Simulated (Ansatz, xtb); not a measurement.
**Relative energy of two structures of FH3Si2Sn**

We compare X, a singlet given by its coordinates, with Y, `F[Si@H]1[SiH2][Sn]1`, a singlet. Both are isolated molecules in the gas phase, relaxed with PBE0-D3(BJ)/def2-SVP.

X (Å):

```
atom   x (Å)    y (Å)    z (Å)
   F  1.0884   2.9639   0.9427
  Si  1.0389   1.2716   0.8495
  Si  3.3271   1.0524   0.7949
  Sn  3.5627   3.4885   0.9261
   H  0.2565   0.8356   2.0454
   H  0.2119   0.9693  -0.3575
   H  4.0131  -0.2690   0.7088
```

Close contacts (Å): F1–Si2 1.70, F1–Sn4 2.53, Si2–Si3 2.30, Si3–Sn4 2.45, Si2–H5 1.49, Si2–H6 1.49, Si3–H7 1.49.

Y (Å):

```xyz
7

F     0.9471    3.6647   -0.0264
Si    1.4395    2.4941    1.0021
Si    2.1993    0.4169    0.5395
Sn    3.7582    1.9594    2.1497
H     0.4571    2.3946    2.1309
H     1.5330   -0.9171    0.6260
H     3.2227    0.4478   -0.5634
```

Question: Estimate E(Y) − E(X) at the level CCSD(T)/def2-SVP + ΔMP2/def2-TZVPP.

Answer: Calculated at CCSD(T)/def2-SVP + ΔMP2/def2-TZVPP: E(Y) − E(X) = +1.89 kcal/mol, so structure X lies lower.

The same difference at several levels:

| level | geometry | E(Y) − E(X) (kcal/mol) | departure from the last row (kcal/mol) | job, with rough time for the two |
| --- | --- | --- | --- | --- |
| PBE0-D3(BJ)/def2-SVP | PBE0-D3(BJ)/def2-SVP | +2.08 | +0.19 | optimisation, 1.8 min |
| HF/def2-SVP | PBE0-D3(BJ)/def2-SVP | +4.02 | +2.13 | part of the CCSD(T) run |
| MP2/def2-SVP | PBE0-D3(BJ)/def2-SVP | +6.85 | +4.96 | part of the CCSD(T) run |
| CCSD(T)/def2-SVP | PBE0-D3(BJ)/def2-SVP | +7.20 | +5.31 | single point |
| CCSD(T)/def2-SVP + ΔMP2/def2-TZVPP | PBE0-D3(BJ)/def2-SVP | +1.89 |  | single point, 27 s |

None of the levels shown reverses the order. The largest departure from CCSD(T)/def2-SVP + ΔMP2/def2-TZVPP is that of CCSD(T)/def2-SVP, 5.31 kcal/mol. Levels run at GFN2-xTB geometries aren't shown. The last row adds to CCSD(T) the change of the MP2 difference between the two basis sets, here −5.31 kcal/mol, a large step that makes the value less sure.

With harmonic frequencies from PBE0-D3(BJ)/def2-SVP (ideal gas, rigid rotor, one conformer each, 298.15 K, 1 atm): the zero-point term adds −0.59 kcal/mol; ΔH is +1.44 and ΔG +1.24 kcal/mol.

The correlated steps freeze 15 core orbitals; the filled d shell of Sn is correlated, in a basis made for valence electrons. Atoms past krypton carry core potentials in the def2 sets and no spin–orbit term is included. Mirror images aren't counted in ΔG. Programs: Ansatz 0.2.0; the last row on 1 thread of Intel(R) Xeon(R) 6975P-C (Granite Rapids) on a shared host.
